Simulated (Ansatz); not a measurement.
`[F][Sn]([Cl])([Cl])[Br]` + `CBCl` → `[F][SnH]([Cl])[Br]` + `ClBCCl` at 700 K and 1 bar (redistribution).

Program: Ansatz. Geometries: PBE0-D4/def2-TZVP. ΔE: electronic, gas phase. CCSD(T)/CBS adds triple-zeta CCSD(T) − MP2 to the extrapolated MP2 energy (def2 sets, frozen cores). def2 core potentials past Kr. For Br, Sn outer-core shells are correlated without core-valence functions, which leaves a few kJ/mol of doubt a bond. Scalar relativity is left out up to krypton. One conformer a species, not always the lowest.

```tsv
species	CCSD(T)/CBS energy (Eh)	H − E (kJ/mol)	S (J/(mol·K))
`[F][Sn]([Cl])([Cl])[Br]`	-3806.86426	77.5	476.5
`CBCl`	-525.07110	179.3	357.9
`[F][SnH]([Cl])[Br]`	-3347.63611	84.8	434.0
`ClBCCl`	-984.24021	165.5	391.1
```

H − E and S are ideal-gas, rigid-rotor, harmonic terms from PBE0-D4/def2-TZVP, for one conformer and one mirror image of each species. 1 Eh = 2625.50 kJ/mol, R = 8.31446 J/(mol·K).

By hand: ΔE, ΔH, ΔS and ΔG.

ΔE = (-3347.63611) + (-984.24021) − (-3806.86426) − (-525.07110) = 0.05904 Eh = 155.0 kJ/mol. Δ(H − E) = 84.8 + 165.5 − 77.5 − 179.3 = -6.5, so ΔH = 148.5 kJ/mol. ΔS = 434.0 + 391.1 − 476.5 − 357.9 = -9.3 J/(mol·K). ΔG = 148.5 − 700 × (-9.3)/1000 = 155.0 kJ/mol.

By hand: the equilibrium constant, and the temperature at which ΔG would vanish if ΔH and ΔS stayed fixed.

log₁₀ K = −ΔG/(RT ln 10) = -11.6. ΔH and −TΔS have one sign here, so there is no such temperature.

The number of gas molecules stays the same, so ΔS is small and ΔH decides. A doubt of 5 kJ/mol in ΔE shifts log₁₀ K by 0.4 here. Other conformers and mirror images would add mixing entropy, several J/(mol·K) or more a flexible species. Modes under 60 cm⁻¹, often nearly free rotors, make the harmonic entropy too high. These are equilibria of isolated gas molecules and say nothing of rates. Largest T1 diagnostic: 0.011 (customary marks: 0.02 for closed shells, 0.045 for open ones).

ΔS is within the doubt of such terms, so its sign, and with it that verdict, could turn.
